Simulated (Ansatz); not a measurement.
Born–Oppenheimer molecular dynamics of CH2B2F2 (7 atoms, charge 0, multiplicity 1). It starts at the highest image of a converged band. Of that band: The profile has 2 maxima (images 1, 5) with wells between them (image 2): this band takes more than one step, which may be the mechanism or a detour left from its start path. Neighbouring images differ by up to 2.1 eV, so the band resolves the path poorly. A vibrational analysis at the climbing image gives one clearly imaginary mode, 837i cm⁻¹: a first-order saddle point.

All numbers below come from RKS r2SCAN-D4/6-31G (Ansatz).

```json
{"ensemble": "NVE (velocity Verlet)", "time step": "0.5 fs", "steps asked": "200", "starting velocities drawn for": "100 K", "seed": "9065"}
```

First frame:

```xyz
7
Properties=species:S:1:pos:R:3
F -1.065 -2.290 0.688
B -0.604 -1.109 0.204
C 0.384 0.014 0.544
B -0.390 0.141 -0.676
F 0.043 1.533 -1.525
H 1.087 0.237 1.338
H 0.606 1.406 -0.618
```

Problem. How far do the bonds stretch over the last three quarters of this one trajectory? (Pairs bonded in most of those frames.)

Solution. 
```tsv
bond	mean (Å)	spread (Å)	shortest	longest
F1–B2	1.360	0.012	1.34	1.38
B2–C3	1.559	0.025	1.52	1.60
B2–B4	1.553	0.022	1.51	1.59
C3–B4	1.416	0.009	1.40	1.44
C3–H6	1.083	0.002	1.08	1.09
F5–H7	0.965	0.019	0.93	1.02
```

Mean temperature of the second half: 195 K. The conserved energy stayed within 0.039 meV per atom of its start (net change -0.0046 meV per atom), so the integration is sound. The system heated up, since it started high on the potential surface and ran downhill. A run of 0.1 ps of so small a system gives no equilibrium averages. The orbitals stay closed-shell, which can raise the energy where a bond breaks towards radicals; this wasn't checked here. Limits of this set-up: no polarisation functions.

Run time: 14 min on 1 thread of Arm Neoverse N1, on a shared host, peak memory 0.11 GiB.
